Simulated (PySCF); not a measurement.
A calculated (LDA, PySCF 2.14, aug-cc-pV(Q+d)Z, no relativity, point nucleus) atom or ion has these occupied shells.

```tsv
shell	electrons	orbital energy (eV)	rms radius, mean of both spins (bohr)
1s	2	-2110.7	0.121
2s	2	-210.91	0.570
2p	6	-163.45	0.543
3s	2	-45.649	1.79
```

**Question.** Name the element and its charge.

**Answer.** P³⁺ (phosphorus, charge +3), in [Ne] 3s2, closed-shell 1S.
